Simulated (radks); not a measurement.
Q: All-electron atom: Ba21+ in [Ar] 3d10 4s2 4p5 (the NIST ground configuration). All-electron calculation, scalar-relativistic Kohn-Sham, BLYP, spin-polarised, spherical densities, finite nucleus; open shells are filled with parallel spins first (spin-orbit coupling, left out, can overturn this in heavy ions); Fermi nuclear charge, rms radius 4.8378 fm. Program: a radial shooting solver on a logarithmic mesh with Libxc functionals. Some entries of the table are withheld. Estimate them.

orbital,occ.,eigenvalue (eV),<r^2> (bohr^2),<r> (bohr)
1s up,1,-37856.59,0.0008885,0.02558
1s down,1,-37856.06,0.0008885,0.02558
2s up,1,-6480.455,0.01418,0.1097
2s down,1,-6480.163,0.01418,0.1096
2p up,3,-5874.369,0.01126,0.09608
2p down,3,-5873.906,0.01126,0.09608
3s up,1,-1804.477,0.09570,0.2895
3s down,1,-1803.981,0.09566,0.2895
3p up,3,-1609.986,0.09524,0.2868
3p down,3,-1609.423,0.09520,0.2868
3d up,5,(1),0.08085,0.2622
3d down,5,(2),0.08080,0.2621
4s up,1,-741.8888,0.4295,0.6187
4s down,1,-739.2368,0.4296,0.6187
4p up,3,-672.6407,(3),0.6387
4p down,2,-670.0037,(4),0.6389

A: 
(1) 3d up eigenvalue (eV): -1331.013
(2) 3d down eigenvalue (eV): -1330.464
(3) 4p up <r^2> (bohr^2): 0.4604
(4) 4p down <r^2> (bohr^2): 0.4607
